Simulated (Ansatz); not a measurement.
SiGe2H8⁻, that is n-GeGeSiH8 with one electron more. Total charge -1; doublet. Geometry PBE-D4/def2-SVP, that of the neutral singlet; atoms count from 1.

Cartesian coordinates in Å:
```
Ge -0.0710 -1.7004 1.0922
Ge -0.7125 -0.1595 -0.6864
Si 0.6035 1.8374 -0.5891
H -0.3415 -1.0544 2.4779
H 1.4439 -2.0254 0.9926
H -0.8685 -3.0284 1.0017
H -0.5169 -0.8564 -2.0628
H -2.2215 0.1899 -0.5496
H 0.2297 2.7930 -1.6909
H 2.0618 1.4862 -0.7237
H 0.3930 2.5180 0.7379
```

The highest occupied level of the charge -1 doublet lies above zero (up to 2.01 eV). By energy differences it is unbound by 0.84 eV (vertical, to the charge 0 singlet, at PBE0-D4/def2-TZVPD) and held by the finite basis.

(1) Estimate the Mulliken populations from the PBE0/def2-TZVPD orbitals of Ansatz.

(2) Where does the spin sit?

(3) And the Mayer bond orders between bonded heavy atoms (over 0.3)?

## Answers

(1) 
```
atom  charge (e)  spin (α − β)
 Ge1       -0.61          0.34
 Ge2       -0.50          0.32
 Si3       -0.07          0.06
  H4        0.08          0.00
  H5        0.08          0.00
  H6        0.06          0.04
  H7        0.06          0.04
  H8        0.06          0.05
  H9       -0.09          0.09
 H10       -0.04          0.03
 H11       -0.04          0.04
```
Mulliken values and Mayer orders depend strongly on the basis. With diffuse functions, as here, like atoms can get unlike values, and bond orders can come out too low or too high.

(2) Summed by element: Ge 0.65, Si 0.06, H 0.29, of 1 unpaired in all. Largest on single atoms: Ge1 0.34, Ge2 0.32, H9 0.09.

(3) Ge1–Ge2 1.41 (2.44 Å); Ge2–Si3 1.44 (2.39 Å).
